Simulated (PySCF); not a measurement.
An unknown is described by computed data only.

Formula: C7H18OP; charge +1.

| Item | Value |
| --- | --- |
| NMR, other nuclei | isotropic shieldings of nuclei other than C and H, by class: 288 (1 O), 384 (1 P) ppm [GIAO KT2/pcSseg-1] |
| Rotational structure | rotational constants A, B, C: 2.412, 0.546, 0.505 GHz [PBE0-D3(BJ)/def2-SVP] |
| 1H NMR | chemical shifts (computed TMS as zero) by class: 5.92 (2 H), 3.78 (2 H), 3.71 (3 H), 2.52 (2 H), 2.31 (2 H), 1.74 (2 H), 1.34 (3 H), 1.19 (2 H) ppm [GIAO KT2/pcSseg-1] |
| 13C NMR | chemical shifts (computed TMS as zero) by class: 67.7 (1 C), 62.0 (1 C), 27.6 (1 C), 26.8 (1 C), 20.5 (1 C), 19.4 (1 C), 15.7 (1 C) ppm [GIAO KT2/pcSseg-1] |
| XPS | P2p3/2 142.9, C1s 293.7, C1s 294.2, C1s 294.7, C1s 295.5, C1s 295.7, C1s 295.7, C1s 296.4, O1s 542.5, P1s 2156.6 eV [ΔSCF SCAN, pcX-2 on the ionised atom, pcseg-1 elsewhere, spin-free X2C, 2p3/2 from a spin–orbit splitting computed afterwards within the 2p shell] |

Electronic properties: PySCF, gas phase, density fitting. Levels stand in brackets. Isolated species at its PBE0-D3(BJ)/def2-SVP geometry (one conformer only). NMR values are class means; diastereotopic atoms form classes of their own.

Question: Propose a structure and show how it fits.

Answer: Numbering: `[CH3:1][CH2:2][CH2:3][CH2:4][PH2+:5][CH2:6][CH2:7][O:8][CH3:9]`. 7 carbons fall into 7 classes; from least to most shielded: sp3 carbon bound to oxygen [C7] (67.7 ppm), methoxy carbon [C9] (62.0 ppm), chain CH2 carbon [C3] (27.6 ppm), chain CH2 carbon [C2] (26.8 ppm), sp3 carbon bound to phosphorus [C4] (20.5 ppm), sp3 carbon bound to phosphorus [C6] (19.4 ppm), methyl carbon [C1] (15.7 ppm). Hydrogen classes from least to most shielded: 2 H on a phosphonium phosphorus, P5 (5.92 ppm, a mean of values up to 1.0 ppm apart in this geometry), 2 H on an sp3 carbon bound to oxygen, C7 (3.78 ppm, a mean of values up to 0.6 ppm apart in this geometry), 3 H on a methoxy carbon, C9 (3.71 ppm, a mean of values up to 0.5 ppm apart in this geometry), 2 H on an sp3 carbon bound to phosphorus, C6 (2.52 ppm, a mean of values up to 0.8 ppm apart in this geometry), 2 H on an sp3 carbon bound to phosphorus, C4 (2.31 ppm), 2 H on a chain CH2 carbon, C3 (1.74 ppm, a mean of values up to 0.7 ppm apart in this geometry), 3 H on a methyl carbon, C1 (1.34 ppm, a mean of values up to 0.6 ppm apart in this geometry), 2 H on a chain CH2 carbon, C2 (1.19 ppm). The other shieldings belong to: 288 ppm, ether oxygen [O8]; 384 ppm, phosphonium phosphorus [P5]. The core levels belong to: P2p3/2 142.9 eV, phosphonium phosphorus [P5]; C1s 293.7 eV, methyl carbon [C1]; C1s 294.2 eV, chain CH2 carbon [C2]; C1s 294.7 eV, chain CH2 carbon [C3]; C1s 295.5 eV, sp3 carbon bound to phosphorus [C4]; C1s 295.7 eV, methoxy carbon [C9]; C1s 295.7 eV, sp3 carbon bound to phosphorus [C6]; C1s 296.4 eV, sp3 carbon bound to oxygen [C7]; O1s 542.5 eV, ether oxygen [O8]; P1s 2156.6 eV, phosphonium phosphorus [P5]. The optimised geometry has point group C1 and is an asymmetric top. Structure: `CCCC[PH2+]CCOC`. The assignments are read from this structure; whether some other isomer fits the data as well wasn't checked.
